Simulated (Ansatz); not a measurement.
Two isomers of CH7FSSi2: A = `FC[SiH]([SiH3])S`, B = `C[SiH](F)[SiH2]S`.

Program: Ansatz. Geometries: PBE0-D4/def2-TZVP. ΔE: electronic, gas phase. CCSD(T)/CBS is the MP2 limit (def2-TZVPP, def2-QZVPP) plus CCSD(T) − MP2 in def2-TZVPP, frozen cores. DFT in def2-TZVPP. B3LYP here is the variant with VWN-RPA as its local correlation; programs differ in this. One conformer a species, not always the lowest.

Question: Which isomer does CCSD(T)/CBS put lower? Give the gap. (Estimate.)

Answer: Ansatz gave: B, by 58.2 kcal/mol.

Question: Give E(B) − E(A) in kcal/mol with B3LYP, MP2/def2-TZVPP, HF/def2-TZVPP, r2SCAN-D4, B2PLYP, PBE-D4, ωB97M-V. (Best estimate.)

Answer: Ansatz gave: B3LYP -56.0, MP2/def2-TZVPP -59.8, HF/def2-TZVPP -58.1, r2SCAN-D4 -57.0, B2PLYP -57.5, PBE-D4 -53.7, ωB97M-V -56.8. None reverses the order clearly.

Largest T1 diagnostic: 0.012.

From PBE to PBE0 (25 % exact exchange), in def2-TZVPP and without D4, E(B) − E(A) moves by −1.7 kcal/mol.
